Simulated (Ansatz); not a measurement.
Born–Oppenheimer molecular dynamics of BClH$_{6}$OSi (10 atoms, charge 0, multiplicity 1). It starts at the highest image of a converged band, a first-order saddle point between two minima.

Computed with Ansatz 0.2.0, RKS CAM-B3LYP-D4/def2-SVP.

| Item | Value |
| --- | --- |
| ensemble | NVE (velocity Verlet) |
| time step | 0.5 fs |
| steps asked | 200 |
| starting velocities drawn for | 100 K |
| seed | 3701 |

First frame:

```xyz
10
Properties=species:S:1:pos:R:3
B -0.081 -0.222 0.021
Cl 0.198 0.060 2.168
H 0.823 0.404 -0.461
H -1.234 0.046 -0.205
O 0.203 -1.661 0.256
Si -0.721 -2.978 -0.278
H -0.066 -4.188 0.270
H -2.111 -2.853 0.230
H -0.705 -2.982 -1.760
H 0.354 -1.250 1.476
```

(1) How far do the bonds stretch over the last three quarters of this one trajectory? (Pairs bonded in most of those frames.)

## Answers

(1) 
| bond | mean (Å) | spread (Å) | shortest | longest |
| --- | --- | --- | --- | --- |
| B1–Cl2 | 1.832 | 0.094 | 1.68 | 2.03 |
| B1–H3 | 1.209 | 0.016 | 1.18 | 1.24 |
| B1–H4 | 1.210 | 0.013 | 1.19 | 1.24 |
| B1–O5 | 1.773 | 0.109 | 1.56 | 1.92 |
| O5–Si6 | 1.720 | 0.021 | 1.68 | 1.75 |
| O5–H10 | 0.975 | 0.043 | 0.91 | 1.05 |
| Si6–H7 | 1.484 | 0.007 | 1.47 | 1.50 |
| Si6–H8 | 1.477 | 0.007 | 1.46 | 1.49 |
| Si6–H9 | 1.482 | 0.009 | 1.47 | 1.50 |

Pairs bonded in part of these frames only: B1–O5 73 %.

Mean temperature of the second half: 358 K. The conserved energy stayed within 0.22 meV per atom of its start (net change -0.12 meV per atom), so the integration is sound. The kinetic energy rose, since the run started high on the potential surface and went downhill. A run of 0.1 ps of so small a system gives no equilibrium averages. The orbitals stay closed-shell, which can raise the energy where a bond breaks towards radicals; this wasn't checked here.

Run time: 4.7 min on 4 threads of Arm Neoverse V1 (shared host), peak memory 0.22 GiB.
